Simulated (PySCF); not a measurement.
Changes within a family of molecules, several properties at once.

PySCF, PBE0/def2-SVPD, density fitting, gas phase; each molecule at its own PBE0-D3(BJ)/def2-SVP geometry, one conformer. Singlet excitations by full TDDFT with frozen cores and triplets by Tamm–Dancoff TDDFT. 

Torsions of the conformers computed, which needn't be the lowest (atom-mapped SMILES):
- `[N:1]#[C:2][CH2:3][C:4]1=[O+:5][BH2-:6][O:7][CH:8]=[CH:9]1`: C2–C3–C4–O5 174°
- `[BH2-:1]1[O:2][CH:3]=[CH:4][C:5]([c:6]2[cH:7][cH:8][cH:9][cH:10][cH:11]2)=[O+:12]1`: C4–C5–C6–C7 4°
- `[CH3:1][CH:2]([CH3:3])[O:4][C:5]1=[O+:6][BH2-:7][O:8][CH:9]=[CH:10]1`: C1–C2–O4–C5 -152°, C2–O4–C5–O6 -2°
- `[F:1][C:2]([F:3])([F:4])[O:5][C:6]1=[O+:7][BH2-:8][O:9][CH:10]=[CH:11]1`: F1–C2–O5–C6 63°, C2–O5–C6–O7 -3°
- `[CH3:1]/[N:2]=[CH:3]\[C:4]1=[O+:5][BH2-:6][O:7][CH:8]=[CH:9]1`: N2–C3–C4–O5 -2°
- `[O:1]=[C:2]([C:3]1=[O+:4][BH2-:5][O:6][CH:7]=[CH:8]1)[C:9]([F:10])([F:11])[F:12]`: O1–C2–C3–O4 -179°, O1–C2–C9–F10 -120°
- `[BH2-:1]1[O:2][CH:3]=[CH:4][C:5]([CH:6]2[CH2:7][CH2:8][CH2:9]2)=[O+:10]1`: C4–C5–C6–C7 52°

Reference: `N#CCC1=[O+][BH2-]OC=C1`, with HOMO energy -7.53 eV, LUMO energy -2.79 eV, lowest singlet excitation 3.59 eV, lowest triplet excitation 2.71 eV, mean polarisability 83.4 au and dipole moment 1.01 D.

Changes against it:

```tsv
molecule	Δ HOMO energy (eV)	Δ LUMO energy (eV)	Δ lowest singlet excitation (eV)	Δ lowest triplet excitation (eV)	Δ mean polarisability (au)	Δ dipole moment (D)
FC(F)(F)OC1=[O+][BH2-]OC=C1	+0.30	+0.39	+0.14	+0.10	-6.3	+2.76
C/N=C\C1=[O+][BH2-]OC=C1	+0.17	-0.38	-0.69	-0.42	+10.7	+2.24
O=C(C1=[O+][BH2-]OC=C1)C(F)(F)F	+0.09	-1.25	-1.15	-1.05	+3.7	+2.57
[BH2-]1OC=CC(C2CCC2)=[O+]1	+0.58	+0.67	+0.11	+0.10	+19.0	+4.47
```

Rows whose labels were lost:

```json
{"row": "P", "Δ HOMO energy (eV)": "+0.62", "Δ LUMO energy (eV)": "+1.19", "Δ lowest singlet excitation (eV)": "+0.61", "Δ lowest triplet excitation (eV)": "+0.50", "Δ mean polarisability (au)": "+16.9", "Δ dipole moment (D)": "+3.58"}
{"row": "Q", "Δ HOMO energy (eV)": "+0.56", "Δ LUMO energy (eV)": "+0.12", "Δ lowest singlet excitation (eV)": "-0.30", "Δ lowest triplet excitation (eV)": "-0.18", "Δ mean polarisability (au)": "+50.4", "Δ dipole moment (D)": "+4.57"}
```

Problem. Which row belongs to which of `[BH2-]1OC=CC(c2ccccc2)=[O+]1` and `CC(C)OC1=[O+][BH2-]OC=C1`?

Solution. P = `CC(C)OC1=[O+][BH2-]OC=C1` and Q = `[BH2-]1OC=CC(c2ccccc2)=[O+]1`. P and Q are told apart most clearly by the mean polarisability (+16.9 against +50.4 au).

Problem. Which row has the smallest HOMO–LUMO gap and which the largest, and does the HOMO or the LUMO shift more there?

Solution. Smallest, counted from the reference: `O=C(C1=[O+][BH2-]OC=C1)C(F)(F)F`, -1.34 eV (HOMO +0.09, LUMO -1.25), the larger shift being that of the LUMO. Largest: P, +0.57 eV (HOMO +0.62, LUMO +1.19), the larger shift being that of the LUMO.
